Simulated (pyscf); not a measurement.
PySCF, gas phase, ωB97X-D3(BJ)/def2-SVP geometries. MP2 and CC: frozen core, UHF for open shells. ΔMP2 is the change of the MP2 total energy from the triple- to the quadruple-zeta basis.

**Question.** PBE/def2-TZVP puts the barrier of cyclic C₃H₃ (SMILES [C]1=CC1) [doublet] -> •HC=C=CH₂ (ring opening; doublet surface; C–C broken, none formed) at 12.2 kcal/mol and the reaction energy at -38.7 kcal/mol, from the reactant's lowest minimum found. What do B3LYP-D3(BJ)/def2-TZVP, ωB97M-D3(BJ)/def2-TZVP, CCSD(T)/def2-TZVPP + ΔMP2(QZVPP) give on the same structures?

**Answer.** B3LYP-D3(BJ): ΔE‡ = 9.7 kcal/mol, ΔE = -43.1 kcal/mol; ωB97M-D3(BJ): ΔE‡ = 11.5 kcal/mol, ΔE = -40.2 kcal/mol; CCSD(T): ΔE‡ = 11.3 kcal/mol, ΔE = -39.5 kcal/mol. PBE's barrier lies over all of them, by 0.7 to 2.5 kcal/mol. Its reaction energy lies over all of them, by 0.8 to 4.4 kcal/mol. cyclic C₃H₃ (SMILES [C]1=CC1) [doublet] lies 40.2 kcal/mol over its isomer HC≡C–CH₂•, and others may lie lower still (electronic energy, ωB97M-D3(BJ)). One saddle was located; it need not be the lowest between these sides. The CCSD(T) − MP2 part came from Ansatz, without density fitting, on the same reference. A UHF reference is spin-contaminated (<S²> up to 1.07), which harms MP2 most.
